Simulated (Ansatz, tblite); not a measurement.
Removing an electron: [WO3Cl]- (WClO3⁻). Total charge -1; singlet. Geometry: r2SCAN-D4/def2-SVPD. Ansatz, gas phase; energy differences of separate SCF runs; the oxidised species was run as a doublet alone.

```xyz
5

W     0.101    0.024    0.042
O     1.200   -1.314   -0.234
O     0.749    1.456   -0.734
O    -0.011    0.317    1.766
Cl   -2.040   -0.483   -0.840
```

In the def2 sets W takes a core potential; there is no spin–orbit coupling. The xTB rows come from tblite. Correlated methods freeze 8 core orbitals; core or outer-core shells of W are correlated, in sets that lack core-valence functions. The rows differ in basis, and correlated rows in double-zeta sets carry the largest basis error.

Q: Estimate orbital energies and vertical ionisation energies at: GFN1-xTB; GFN2-xTB; PBE-D4/def2-TZVPD; r2SCAN-D4/def2-TZVPD; PBE0-D4/def2-TZVPD; CCSD/def2-SVPD; CCSD(T)/def2-SVPD.

A: 
| level | −HOMO (eV) | vertical IE (eV) | −LUMO (eV) | HOMO–LUMO gap (eV) | remarks |
| --- | --- | --- | --- | --- | --- |
| GFN1-xTB | 7.29 | 10.68 | 1.58 | 5.71 | – |
| GFN2-xTB | 6.35 | 9.72 | 2.10 | 4.25 | – |
| PBE-D4/def2-TZVPD | 2.03 | 5.18 | -2.65 | 4.67 | – |
| r2SCAN-D4/def2-TZVPD | 2.35 | 5.31 | -2.82 | 5.17 | – |
| PBE0-D4/def2-TZVPD | 3.58 | 5.53 | -3.17 | 6.75 | – |
| CCSD/def2-SVPD | – | 5.58 | – | – | spin-contaminated (⟨S²⟩ 1.12) (doublet), test for broken spin undecided (-1 singlet) |
| CCSD(T)/def2-SVPD | – | 5.68 | – | – | spin-contaminated (⟨S²⟩ 1.12) (doublet), test for broken spin undecided (-1 singlet) |

Run but left out: HF/def2-SVPD, MP2/def2-SVPD (neutral doublet: ⟨S²⟩ 1.12, where a pure state has 0.75).  Raw xTB energy differences between charge states are shifted by several eV; the methods need an empirical correction for them.
